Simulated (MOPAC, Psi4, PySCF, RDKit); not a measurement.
Conformational energy of SMILES C=C[SiH2]C (C3H8Si). Scanned: dihedral C1–C2–Si3–C4; all other coordinates were relaxed at GFN2-xTB. Points at φ and −φ are mirror images. Heavy atoms are numbered in the order of the SMILES C=C[SiH2]C, hydrogens after them in the order of the atoms that carry them; the mirror image has the same energies with the sign of each dihedral reversed.

Levels: MMFF94 // GFN2-xTB (RDKit); RKS-B3LYP/6-31G* = restricted B3LYP/6-31G*, spherical d // GFN2-xTB in PySCF 2.14.0; PM6, restricted, heats of formation // GFN2-xTB (MOPAC); MP2/cc-pVTZ = DF-MP2 (frozen core)/cc-pVTZ // GFN2-xTB in Psi4 1.11.

Energies relative to the lowest point of each profile, in kcal/mol:

```tsv
φ / °	MMFF94	RKS-B3LYP/6-31G*	PM6
-165	0.25	1.28	0.57
-135	0.07	0.21	0.36
-105	0.00	0.18	0.32
-60	0.09	1.40	0.45
-15	0.20	0.29	0.06
0	0.20	0.10	0.00
15	0.20	0.29	0.06
60	0.09	1.40	0.45
75	0.07	1.17	0.44
90	0.03	0.66	0.38
120	0.01	0.00	0.31
150	0.17	0.73	0.47
```

Problem. Predict the corresponding MP2/cc-pVTZ column.

Solution. -165: 1.35; -135: 0.35; -105: 0.27; -60: 1.34; -15: 0.20; 0: 0.00; 15: 0.20; 60: 1.34; 75: 1.13; 90: 0.67; 120: 0.14; 150: 0.84 (kcal/mol).

MMFF94 has few fitted parameters for silicon.
